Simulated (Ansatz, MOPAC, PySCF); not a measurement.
Gas-phase reaction in SMILES: F[SiH2][SiH2]F -> [SiH2][SiH2]F + F atom (the F-Si bond breaks)

Property: bond dissociation energy (enthalpy at 298 K), in kcal/mol. Terms: valence correlation only; no dispersion term unless named; 6-31G* and kin with 6d, 5d where marked; 6-311+G** with 5d, 6d on Na to Ar in Ansatz (a quantum-chemistry and plane-wave program); non-relativistic; no spin-orbit coupling; open shells spin-unrestricted. CBS marks a two-point X^-3 extrapolation of the correlation energy; Hartree-Fock from the larger set. Ab initio and DFT rows: single points at B3LYP-D3(BJ) geometries (Ansatz), with unscaled harmonic terms from B3LYP/6-31G* (Ansatz) at its own minima. Semi-empirical rows: MOPAC heats of formation at their own minima for 298 K.

Coupled cluster (Ansatz) is a level with limits of its own, used here on species with T1 under 0.025 (0.045 for open shells) and stable references: CCSD(T)/CBS(aug-cc-pV(T+d)Z,aug-cc-pV(Q+d)Z).

Value to compare with, CCSD(T)/CBS(aug-cc-pV(T+d)Z,aug-cc-pV(Q+d)Z) (Ansatz): 146.6 kcal/mol.

```
level                        program  bond dissociation energy (enthalpy at 298 K) (kcal/mol)  difference
--------------------  --------------  -------------------------------------------------------  ----------
PM6                            MOPAC                                                    142.3        -4.3
HF/3-21G                      Ansatz                                                     84.5       -62.1
HF/6-311+G**                  Ansatz                                                    100.2       -46.4
BP86/6-31G* (5d)               PySCF                                                    141.2        -5.4
B3LYP/6-31G                   Ansatz                                                    112.6       -34.0
B3LYP/6-31G*                  Ansatz                                                    139.4        -7.2
PBE0/6-311+G**                Ansatz                                                    131.5       -15.1
M06-2X/6-311+G**               PySCF                                                    135.8       -10.8
B3PW91/6-31G* (5d)             PySCF                                                    136.7        -9.9
PBE/def2-TZVPD                Ansatz                                                    142.4        -4.2
r2SCAN-D4/def2-TZVPD  Ansatz + dftd4                                                    140.0        -6.6
wB97X-V/def2-TZVPD            Ansatz                                                    144.5        -2.1
```

Among the 9 habitual levels, HF/3-21G lies farthest from CCSD(T)/CBS(aug-cc-pV(T+d)Z,aug-cc-pV(Q+d)Z) (Ansatz) (-62.1 kcal/mol) and PM6 nearest (-4.3); 0 of 9 lie above it, and their mean absolute difference is 21.7 kcal/mol, the median 10.8. One case shows no general order.

The levels are drawn from those run, B3LYP/6-31G* more often than the rest, none by its result; left out are runs that failed, that the program found above a lower state of the same kind, or whose <S^2> lies over 0.5 above the pure value.
